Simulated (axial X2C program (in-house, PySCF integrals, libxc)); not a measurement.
## Spin–orbit effects down a group: molecules with Ca (ions), CCSD

Computed with an in-house all-electron X2C program for linear molecules (integrals from PySCF), spin-free (one-electron X2C) or two-component (2c: spin–orbit coupling with atomic mean-field Coulomb and Gaunt terms, which also bring small scalar terms), in Dyall basis sets with cores contracted in-house; open shells are unrestricted.

Basis sets: Ca dyall-cv3z, H dyall-v3z, Li dyall-cv3z, Na dyall-cv3z. Frozen shells (counts by l): CaH⁺ Ca 2s1p, H none, 10 electrons correlated; LiCa⁺ Ca 2s1p, Li 1s, 10 electrons correlated; NaCa⁺ Ca 3s2p, Na 2s1p, 2 electrons correlated. Coupled cluster in natural virtuals with an MP2 remainder. Where the outer core of a metal is frozen, bonds come out longer and ionisation energies lower. Frozen cores can differ along the series, which adds to the trend.

```tsv
molecule	spin-free state	Re (Å)	ωe (cm⁻¹)	De (eV)	2c state	Re 2c (Å)	ωe 2c (cm⁻¹)	De 2c (eV)
CaH⁺	M_S = 0, Λ = 0	1.905	1501.9	2.14	Ω = 0	1.905	1501.9	2.14
LiCa⁺	M_S = 0, Λ = 0	3.291	242.0	1.20	Ω = 0	3.291	242.0	1.19
NaCa⁺	M_S = 0, Λ = 0	3.653	130.6	0.88	Ω = 0	3.653	130.6	0.88
```

Task: Work out the shifts from the spin-free to the two-component result.

Result: 

```csv
molecule,2c state,ΔRe (Å),Δωe (cm⁻¹),ΔDe (eV)
CaH⁺,Ω = 0,0.000,0.0,0.00
LiCa⁺,Ω = 0,0.000,noise,-0.01
NaCa⁺,Ω = 0,0.000,0.0,0.00
```

Shifts of one unit in the last digit are rounding. Where the truncated virtual spaces of the two runs make Δωe unreliable it is marked noise.

Fragments in 2c: Ca+ + H, Ca + Li+, Ca + Na+. Each entry is the lowest single determinant of a limited PBE0 search at one distance. De goes to single-determinant-based atoms at the same level (for ions the charge split of lowest energy) and is withheld (n/a) where an atom does not fit its ground term or J level. Main or longest-lived isotopes.
